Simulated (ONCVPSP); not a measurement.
## hafnium (Hf): variants of one ONCV potential

Base potential:

hafnium (Hf), optimised norm-conserving Vanderbilt (ONCV), made with ONCVPSP 4.0.1 (PW91, fully relativistic). Core [Kr] 4d10 4f14, reference 5s2 5p6 5d2 6s1 (charge +1). Waves: 5s+6s: rc 1.50 bohr, ncon 4, nbas 7, qcut 6.9 1/bohr, 2 projectors; 5p: rc 2.15 bohr, ncon 3, nbas 6, qcut 6.6 1/bohr, 3 projectors, debl 1 Ha; 5d: rc 2.60 bohr, ncon 4, nbas 9, qcut 5.9 1/bohr, 1 projector; f scattering state at 0.21 Ha: rc 2.30 bohr, ncon 4, nbas 7, qcut 5.3 1/bohr, 2 projectors, debl 1.1 Ha. Local part: polynomial inside 1.30 bohr (lpopt 5, dvloc0 0 Ha). Core correction: Teter function, fcfact 2.75, rcfact 1.7.

Open shells are filled in proportion to 2j + 1.

In the p channel the program set the typed energies aside and used -1.484, 0.250, 1.250 Ha (j = l + 1/2; the other j can differ).

Cutoffs, loose and tight: the cutoffs (Ha) at which the residual kinetic energy of the hardest occupied pseudo-wave falls to 1 and 0.1 mHa per electron. They do not see the model core or the augmentation charge, which bear on the density cutoff. Test errors are all-electron minus pseudo excitation energies from the reference, over the configurations 5s2 5p6 5d2 6s2; 5s2 5p6 5d2 6s0; 5s2 5p6 5d1 6s0; 5s2 5p6 5d2 6s1.5. A dash means not determined; rows that change the core or the reference have their own tests.

A true bound ghost makes a file unfit for plane-wave use even where its test errors are small: the radial tests pick states by their node count and pass the ghost by.

```tsv
change	outcome	cutoff, loose	cutoff, tight	bound ghosts	GHOST(+) flags above zero	largest test error (meV)
base	generated, projector energies reset by the program	21 Ha	32 Ha	f7/2, f5/2	s, f7/2, f5/2	-61
all radii but the core radius scaled by about 0.78 (s 1.18, p 1.68, d 2.04, f 1.80 bohr); local potential polynomial inside 1.02 bohr (lpopt 5, dvloc0 0 Ha)	failed: ERROR pspot: first pseudo wave function has node, program will stop	–	–	–	–	–
all radii but the core radius scaled by about 0.84 (s 1.26, p 1.82, d 2.20, f 1.94 bohr); local potential polynomial inside 1.10 bohr (lpopt 5, dvloc0 0 Ha)	failed: ERROR pspot: first pseudo wave function has node, program will stop	–	–	–	–	–
all radii but the core radius scaled by about 0.90 (s 1.36, p 1.94, d 2.34, f 2.08 bohr); local potential polynomial inside 1.18 bohr (lpopt 5, dvloc0 0 Ha)	generated, projector energies reset by the program	24 Ha	61 Ha	none	s, p3/2, f7/2	-64
all radii but the core radius scaled by about 1.09 (s 1.64, p 2.36, d 2.84, f 2.52 bohr); local potential polynomial inside 1.42 bohr (lpopt 5, dvloc0 0 Ha)	generated, projector energies reset by the program	19 Ha	22 Ha	none	s, f7/2	-60
all radii but the core radius scaled by about 1.14 (s 1.72, p 2.46, d 2.96, f 2.62 bohr); local potential polynomial inside 1.48 bohr (lpopt 5, dvloc0 0 Ha)	generated, projector energies reset by the program	18 Ha	21 Ha	none	s	-57
all radii but the core radius scaled by about 1.33 (s 2.00, p 2.86, d 3.46, f 3.06 bohr); local potential polynomial inside 1.74 bohr (lpopt 5, dvloc0 0 Ha)	generated, projector energies reset by the program	14 Ha	18 Ha	none	s, d3/2	-50
```

Question: What comes out with this change to the base: all radii but the core radius scaled by about 1.20 (s 1.80, p 2.58, d 3.12, f 2.76 bohr); local potential polynomial inside 1.56 bohr (lpopt 5, dvloc0 0 Ha)?

Answer: outcome: generated, projector energies reset by the program; cutoff, loose: 17 Ha; cutoff, tight: 20 Ha; bound ghosts: none; GHOST(+) flags above zero: s; largest test error (meV): -54.

Question: What comes out with this change to the base: all radii but the core radius scaled by about 0.96 (s 1.44, p 2.06, d 2.50, f 2.20 bohr); local potential polynomial inside 1.24 bohr (lpopt 5, dvloc0 0 Ha)?

Answer: outcome: generated, projector energies reset by the program; cutoff, loose: 22 Ha; cutoff, tight: 49 Ha; bound ghosts: f5/2; GHOST(+) flags above zero: s, f7/2, f5/2; largest test error (meV): -62.

Question: What comes out with this change to the base: all radii but the core radius scaled by about 1.28 (s 1.92, p 2.74, d 3.32, f 2.94 bohr); local potential polynomial inside 1.66 bohr (lpopt 5, dvloc0 0 Ha)?

Answer: outcome: generated, projector energies reset by the program; cutoff, loose: 16 Ha; cutoff, tight: 19 Ha; bound ghosts: none; GHOST(+) flags above zero: none; largest test error (meV): -50.

Reading the sweep of the scale of all radii but the core radius (base = 1) (base included, trends over the rows without a ghost): The loose cutoff falls from 24 Ha at 0.9 to 14 Ha at 1.33. A larger radius leaves more room for a smooth pseudo-wave, so fewer plane waves are needed; a smaller one forces it to follow the all-electron wave where it bends sharply. The median size of the test errors (rows with all tests solved) rises from 0.4 meV at 0.9 to 4.7 meV at 1.33. More of the atom is replaced by a form fitted at one configuration, so other configurations suffer as the radius grows. Bound ghosts are found at 0.96, 1. The generation fails at 0.78, 0.84.
